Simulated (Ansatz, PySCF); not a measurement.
Reaction 2 R1 + R2 → P1, each structure at its B3LYP-D3(BJ)/def2-TZVP stationary point, reached from a drawn start (curvature not checked).
P1: H6S (SMILES [H][S]([H])([H])([H])([H])[H]), charge 0, multiplicity 1.
R1: H2 (SMILES [H][H]), charge 0, multiplicity 1.
R2, H2S (SMILES S) (charge 0, multiplicity 1):
```xyz
3

S      0.000     0.000     0.619
H      0.000     0.970    -0.309
H      0.000    -0.970    -0.309
```

```
level                                  reaction energy (kcal/mol)  minus CCSD(T)/CBS(cc-pV(T+d)Z, cc-pV(Q+d)Z)
-------------------------------------  --------------------------  -------------------------------------------
PBE/def2-TZVPP                                              96.74                                       -12.87
BLYP-D4/def2-TZVPP                                         105.07                                        -4.54
revPBE/def2-TZVPP                                          102.90                                        -6.71
PBE0-D3(BJ)/def2-TZVPP                                      97.85                                       -11.76
PBE0-D4/def2-TZVPP                                          98.00                                       -11.61
BHLYP/def2-TZVPP                                           109.71                                         0.10
BHLYP-D3(BJ)/def2-TZVPP                                    107.85                                        -1.76
BHLYP-D4/def2-TZVPP                                        108.38                                        -1.23
M06-2X/def2-TZVPP                                          113.43                                         3.82
CAM-B3LYP-D4/def2-TZVPP                                    107.23                                        -2.38
MP2/cc-pV(T+d)Z                                            110.47                                         0.86
SCS-MP2/cc-pV(D+d)Z                                        114.18                                         4.57
CCSD/cc-pV(D+d)Z                                           114.39                                         4.78
CCSD(T)/CBS(cc-pV(T+d)Z, cc-pV(Q+d)Z)                      109.61                                         0.00
```

 The comparison column counts from a level with limits of its own.

P less R. No zero-point or thermal terms.

Frozen-core correlation throughout. CBS: X⁻³ extrapolation of the correlation energy, Hartree–Fock from the larger set.

Codes used: Ansatz (a first-principles code) with Gaussian orbitals; PySCF for M06-2X and the D3/D4 terms. All values are computed, each at the level named.
